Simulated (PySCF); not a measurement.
BrCl, triplet, at a GFN2-xTB geometry (a higher spin typed on purpose: for a closed-shell molecule this is an excited state); DF-CAMB3LYP/6-31G* in PySCF.

Here is a job for PySCF.
```python
from pyscf import gto, scf, dft

mol = gto.Mole()
mol.atom = '''
    Cl   -0.00000000   -0.00000000   -1.77742018
    Br    0.00000000    0.00000000    0.86331837
'''
mol.basis = '6-31g*'
mol.spin = 2
mol.verbose = 4
mol.build()

mf = dft.UKS(mol)
mf.xc = 'camb3lyp'
mf = mf.density_fit(auxbasis='def2-universal-jkfit')
mf.kernel()
```

The log (banner, timings and long lists left out):

```
PySCF version 2.14.0

[INPUT] verbose = 4
[INPUT] num. atoms = 2
[INPUT] num. electrons = 52
[INPUT] charge = 0
[INPUT] spin (= nelec alpha-beta = 2S) = 2
[INPUT] symmetry False subgroup None
[INPUT] Mole.unit = angstrom
[INPUT] Symbol           X                Y                Z      unit          X                Y                Z       unit  Magmom
[INPUT]  1 Cl     0.000000000000   0.000000000000  -1.777420180000 AA    0.000000000000   0.000000000000  -3.358837348475 Bohr   0.0
[INPUT]  2 Br     0.000000000000   0.000000000000   0.863318370000 AA    0.000000000000   0.000000000000   1.631435277606 Bohr   0.0

nuclear repulsion = 119.231962777004
number of shells = 20
number of NR pGTOs = 146
number of NR cGTOs = 50
basis = 6-31g*
ecp = {}

******** <class 'pyscf.df.df_jk.DFUKS'> ********
method = DFUKS
initial guess = minao
damping factor = 0
level_shift factor = 0
DIIS = <class 'pyscf.scf.diis.CDIIS'>
diis_start_cycle = 1
diis_space = 8
diis_damp = 0
SCF conv_tol = 1e-09
SCF conv_tol_grad = None
SCF max_cycles = 50
direct_scf = False
number electrons alpha = 27  beta = 25
XC library pyscf.dft.libxc version 7.1.2
    S. Lehtola, C. Steigemann, M. J. T. Oliveira, and M. A. L. Marques,  SoftwareX 7, 1–5 (2018)
XC functionals = camb3lyp
    T. Yanai, D. P. Tew, and N. C. Handy,  Chem. Phys. Lett. 393, 51 (2004)
radial grids:
    Treutler-Ahlrichs [JCP 102, 346 (1995); DOI:10.1063/1.469408] (M4) radial grids

becke partition: Becke, JCP 88, 2547 (1988); DOI:10.1063/1.454033
pruning grids: <function nwchem_prune>
grids dens level: 3
symmetrized grids: False
atomic radii adjust function: <function treutler_atomic_radii_adjust>
small_rho_cutoff = 0
Set gradient conv threshold to 3.16228e-05
tot grids = 39304
******** <class 'pyscf.df.df.DF'> ********
auxbasis = def2-universal-jkfit
Create RSH-DF object <pyscf.df.df.DF object> for omega=0.33
******** <class 'pyscf.df.df.DF'> ********
auxbasis = auxmol.basis = def2-universal-jkfit
init E= -3032.8970271126

cycle= 1 E= -3034.04199533853  delta_E= -1.14  |g|= 0.205  |ddm|= 1.21
cycle= 2 E= -3033.98128358903  delta_E= 0.0607  |g|= 0.367  |ddm|= 0.776
cycle= 3 E= -3034.07179022022  delta_E= -0.0905  |g|= 0.0162  |ddm|= 0.515
cycle= 4 E= -3034.07198589988  delta_E= -0.000196  |g|= 0.0119  |ddm|= 0.037
cycle= 5 E= -3034.07210827765  delta_E= -0.000122  |g|= 0.00219  |ddm|= 0.0197
cycle= 6 E= -3034.07213544337  delta_E= -2.72e-05  |g|= 0.00186  |ddm|= 0.0105
cycle= 7 E= -3034.07215694297  delta_E= -2.15e-05  |g|= 0.00203  |ddm|= 0.00892
cycle= 8 E= -3034.07221103912  delta_E= -5.41e-05  |g|= 0.00187  |ddm|= 0.0231
cycle= 9 E= -3034.07237031755  delta_E= -0.000159  |g|= 0.000585  |ddm|= 0.101
cycle= 10 E= -3034.07238571922  delta_E= -1.54e-05  |g|= 0.000193  |ddm|= 0.0359
cycle= 11 E= -3034.0723850389  delta_E= 6.8e-07  |g|= 0.000367  |ddm|= 0.00567
cycle= 12 E= -3034.07238584872  delta_E= -8.1e-07  |g|= 1.72e-05  |ddm|= 0.00783
cycle= 13 E= -3034.07238584656  delta_E= 2.16e-09  |g|= 2.24e-05  |ddm|= 0.000289
cycle= 14 E= -3034.07238584948  delta_E= -2.92e-09  |g|= 1.07e-06  |ddm|= 0.000494
cycle= 15 E= -3034.07238584949  delta_E= -5.46e-12  |g|= 3.82e-07  |ddm|= 1.96e-05
Extra cycle  E= -3034.07238584949  delta_E= 1.82e-12  |g|= 4.92e-07  |ddm|= 1.31e-06
converged SCF energy = -3034.07238584949  <S^2> = 2.0054543  2S+1 = 3.003634
```
